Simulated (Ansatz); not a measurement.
Reaction (substitution at a C–Al bond): `[CH3][AlH][CH2][GeH3]` + `NC=[Se]` → `CNC=[Se]` + `[AlH2][CH2][GeH3]`

Isolated molecules relaxed with PBE0-D4/def2-TZVP in Ansatz; ΔE leaves out vibrations. CBS: MP2 limit from def2 TZ/QZ plus the TZ coupled-cluster correction, frozen cores. Functionals use def2-TZVPP. B3LYP here is the variant with VWN-RPA as its local correlation; programs differ in this. For Ge, Se outer-core shells are correlated without core-valence functions, which leaves a few kJ/mol of doubt a bond. Scalar relativity is left out up to krypton. One conformer a species, not always the lowest.

| level | ΔE (kcal/mol) | difference from CCSD(T)/CBS |
| --- | --- | --- |
| PBE-D4 | 14.3 | 0.4 |
| r2SCAN-D4 | 15.2 | 1.3 |
| PBE0-D4 | 14.2 | 0.3 |
| B3LYP-D4 | 13.8 | -0.1 |
| ωB97X-V | 13.2 | -0.7 |
| ωB97M-V | 14.6 | 0.7 |
| B2PLYP | 14.1 | 0.2 |
| PBE | 14.7 | 0.8 |
| r2SCAN | 15.2 | 1.3 |
| PBE0 | 14.4 | 0.5 |
| B3LYP | 14.5 | 0.6 |
| HF/def2-TZVPP | 12.7 | -1.2 |
| MP2/def2-TZVPP | 13.7 | -0.2 |
| SCS-MP2/def2-TZVPP | 12.8 | -1.1 |
| CCSD/def2-TZVPP | 13.6 | -0.3 |
| CCSD(T)/def2-TZVPP | 13.6 | -0.3 |
| HF/def2-QZVPP | 12.7 | -1.2 |
| MP2/def2-QZVPP | 13.9 | 0.0 |
| SCS-MP2/def2-QZVPP | 13.1 | -0.8 |
| HF/CBS(def2) | 12.7 | -1.2 |
| MP2/CBS(def2) | 14.1 | 0.2 |
| CCSD/CBS(def2) | 14.0 | 0.1 |
| CCSD(T)/CBS | 13.9 | 0 |

Largest T1 diagnostic among the species: 0.017.

In def2-TZVPP, CCSD(T) changes the Hartree–Fock value by +0.8 kcal/mol (the triples alone add −0.0 kcal/mol) and MP2 by +1.0 kcal/mol.
